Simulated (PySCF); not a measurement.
Compound: N-methylaniline, C₇H₉N.
Structure used (PBE0-D3(BJ)/def2-SVP), in Å, numbered top down from 1:
```
atom  x, y, z in Å
C1     2.6446   -0.1011   -0.3701
N2     1.6292    0.5267    0.4206
C3     0.2884    0.2758    0.2544
C4    -0.2025   -0.4699   -0.8335
C5    -1.5716   -0.6802   -0.9844
C6    -2.4845   -0.1708   -0.0649
C7    -2.0029    0.5635    1.0215
C8    -0.6428    0.7860    1.1818
H9     3.6317    0.2366   -0.0261
H10    2.6238   -1.2080   -0.3157
H11    2.5570    0.1791   -1.4339
H12    1.9029    0.8646    1.3316
H13    0.4877   -0.8874   -1.5680
H14   -1.9260   -1.2610   -1.8403
H15   -3.5554   -0.3431   -0.1889
H16   -2.7000    0.9720    1.7580
H17   -0.2804    1.3684    2.0344
```

Linear response at PBE0/def2-SVPD (PySCF, frozen core in the response, non-relativistic).

Static isotropic polarisability: 92.78 au (13.75 Å³), principal values 57.3, 95.9, 125.1 au.

Problem. What is the polarisability at 1064 nm and at the sodium D line?

Solution. 94.05 au at 1064 nm (+1.4 %), 97.21 au at 589.3 nm (+4.8 %). The rise at 589.3 nm is 3.50 times that at 1064 nm; a pure ω² law gives 3.26. The lowest singlet lies at 267 nm, shorter than both wavelengths.

Problem. What is the isotropic C6 coefficient between two such molecules, C6 = (3/π)∫α(iω)² dω?

Solution. 3181 au (Eh·bohr⁶) by a ten-point quadrature over imaginary frequencies, which is 1900 eV·Å⁶ or 183 J·nm⁶/mol.

Problem. Which effective excitation energy ω̄ makes London's formula C6 = (3/4)α²ω̄ exact here?

Solution. ω̄ = 4·C6/(3α²) = 0.493 Eh = 13.4 eV. A one-pole form α(ω) = α/(1 − ω²/ω̄²) fitted to the 1064 nm value gives 10.1 eV. London's choice of the ionisation energy (7.41 eV, ΔSCF at the same level) gives C6 = 1760 au, 45 % too low.

Problem. What molar refraction at the D line follows from R = (4π/3)·N_A·α′, with α′ the polarisability volume?

Solution. α′ = 14.40 Å³ gives R = 36.34 cm³/mol, for isolated, non-vibrating species.

Problem. The lowest 6 singlets have (eV, f): 4.64, 0.042; 5.25, 0.001; 5.46, 0.218; 5.83, 0.010; 6.02, 0.004; 6.59, 0.162. What share of the static polarisability do they carry in the sum over states α = Σ f/ω²?

Solution. 9.97 au, 10.7 % of α; the largest term, 5.43 au, is that of the state at 5.46 eV. Their oscillator strengths add up to 0.44. Higher states carry the rest.

Problem. What n − 1 at the D line would an ideal gas of it have at 273.15 K and 1 atm (2.6868 × 10¹⁹ cm⁻³), by n − 1 = 2π·N·α′?

Solution. 24.32 × 10⁻⁴, a formal value whether or not that pressure can be reached.

Problem. How anisotropic is the static polarisability, by Δα² = ½[(α1 − α2)² + (α2 − α3)² + (α3 − α1)²]?

Solution. Δα = 58.9 au, or 0.63 of the isotropic value.

Problem. What three-body coefficient follows from the one-pole estimate C9 = (3/4)·α·C6?

Solution. 221000 au. This is an estimate from the two numbers above, not a computed integral.

One conformer stands for the species.
